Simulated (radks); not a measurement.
Ionisation ladder of chromium, from Cr to Cr5+. Each ion is in the ground configuration listed by NIST, and IE = E(next ion) - E(this ion). All-electron calculation, scalar-relativistic Kohn-Sham, PBEsol, spin-polarised, spherical densities, finite nucleus; open shells are filled with parallel spins first; Fermi nuclear charge, rms radius 3.6452 fm. Program: a radial shooting solver on a logarithmic mesh with Libxc functionals.

species  configuration  IE, Delta-SCF (eV)  -e(HOMO) (eV)   HOMO  <r> HOMO (bohr)  IE, NIST (eV)       kind  error (eV)
Cr        [Ar] 3d5 4s1               7.392          3.738  3d up             1.47          6.767       exp.      +0.626
Cr+           [Ar] 3d5              17.238         10.915  3d up             1.38         16.486       exp.      +0.752
Cr2+          [Ar] 3d4              32.038         24.136  3d up             1.21          30.96       exp.      +1.079
Cr3+          [Ar] 3d3              49.530         40.384  3d up             1.10          49.16  semi-emp.      +0.370
Cr4+          [Ar] 3d2              69.229         59.042  3d up             1.01          69.46  semi-emp.      -0.231
Cr5+          [Ar] 3d1              90.824         79.734  3d up            0.950         90.635       exp.      +0.189

Reference values: NIST Atomic Spectra Database (exp. = measured, semi-emp. = semi-empirical, theory = theoretical value adopted there). The ionisation energy per charge of the ion left behind rises most, in proportion, at Cr2+ ([Ar] 3d4), from 8.619 to 10.679 eV. Against the entries that are not theoretical the mean signed error is +3.0 % and the largest +9.2 %. Open shells are spherical and high-spin; term and fine-structure splittings are not resolved.
